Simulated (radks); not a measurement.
Isoelectronic series with 10 electrons, each ion in its NIST ground configuration. Calculated with a radial shooting solver on a logarithmic mesh with Libxc functionals: Dirac Kohn-Sham, LDA (Slater exchange, Perdew-Wang correlation), spin-unpolarised, spherical densities, finite nucleus; Fermi nuclear charge, rms radius of each element as measured or else 0.836 A^(1/3) + 0.57 fm. Total energies (hartree) and mean radii <r> (bohr):

[
 {"ion": "Ne", "configuration": "[Ne]", "E (hartree)": "-128.37486", "2p3/2": "0.9825", "2p1/2": "0.9794", "2s1/2": "0.9024"},
 {"ion": "Mg2+", "configuration": "[Ne]", "E (hartree)": "-198.60696", "2p3/2": "0.6847", "2p1/2": "0.6825", "2s1/2": "0.6981"},
 {"ion": "Al3+", "configuration": "[Ne]", "E (hartree)": "-239.79488", "2p3/2": "0.5983", "2p1/2": "0.5961", "2s1/2": "0.6254"},
 {"ion": "Si4+", "configuration": "[Ne]", "E (hartree)": "-285.03061", "2p3/2": "0.5320", "2p1/2": "0.5299", "2s1/2": "0.5662"},
 {"ion": "P5+", "configuration": "[Ne]", "E (hartree)": "-334.31813", "2p3/2": "0.4794", "2p1/2": "0.4773", "2s1/2": "0.5170"},
 {"ion": "S6+", "configuration": "[Ne]", "E (hartree)": "-387.66304", "2p3/2": "0.4365", "2p1/2": "0.4343", "2s1/2": "0.4756"},
 {"ion": "Cl7+", "configuration": "[Ne]", "E (hartree)": "-445.07219", "2p3/2": "0.4007", "2p1/2": "0.3985", "2s1/2": "0.4403"},
 {"ion": "Ar8+", "configuration": "[Ne]", "E (hartree)": "-506.55342", "2p3/2": "0.3705", "2p1/2": "0.3682", "2s1/2": "0.4098"},
 {"ion": "K9+", "configuration": "[Ne]", "E (hartree)": "-572.11542", "2p3/2": "0.3445", "2p1/2": "0.3422", "2s1/2": "0.3831"},
 {"ion": "Ca10+", "configuration": "[Ne]", "E (hartree)": "-641.76764", "2p3/2": "0.3220", "2p1/2": "0.3196", "2s1/2": "0.3597"},
 {"ion": "Sc11+", "configuration": "[Ne]", "E (hartree)": "-715.52029", "2p3/2": "0.3023", "2p1/2": "0.2998", "2s1/2": "0.3390"},
 {"ion": "Ti12+", "configuration": "[Ne]", "E (hartree)": "-793.38433", "2p3/2": "0.2848", "2p1/2": "0.2823", "2s1/2": "0.3204"},
 {"ion": "V13+", "configuration": "[Ne]", "E (hartree)": "-875.37144", "2p3/2": "0.2693", "2p1/2": "0.2667", "2s1/2": "0.3038"}
]
